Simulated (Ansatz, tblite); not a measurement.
Cost and result up the ladder for NbO₃H (the lowest singlet isomer of a short search) (5 atoms). Charge 0, multiplicity 1. Geometry: B3LYP-D4/def2-TZVP.

```xyz
5

Nb   -0.566    0.067   -0.461
O    -1.684    0.000    0.850
O    -0.487    1.694   -1.032
O     1.173   -0.676   -0.066
H     1.564   -1.085    0.709
```

Ansatz on 2 threads of Arm Neoverse V2 on a shared host; xTB runs through tblite on one thread. Times are rough, summed over both states, and most runs start from the orbitals of an earlier one. PBE0-D4/def2-TZVP serves as the yardstick here, not as an exact answer. The other state is a triplet.

In the def2 sets Nb takes a core potential; there is no spin–orbit coupling. The xTB rows come from tblite. The structure comes from a short search, and lower isomers may exist.

xTB has no spin-polarisation term.

| level | functions | wall time | vertical triplet (eV) | difference from PBE0-D4/def2-TZVP (eV) |
| --- | --- | --- | --- | --- |
| GFN1-xTB | 23 | 0.006 s | 2.85 | 0.43 |
| GFN2-xTB | 22 | 0.006 s | 1.63 | -0.79 |
| PBE-D4/def2-TZVP (with forces) | 139 | 4.4 s | 2.53 | 0.11 |
| PBE0-D4/def2-TZVP | 139 | 6.5 s | 2.42 | 0.00 |
| r2SCAN-D4/def2-TZVP | 139 | 9.1 s | 2.39 | -0.03 |
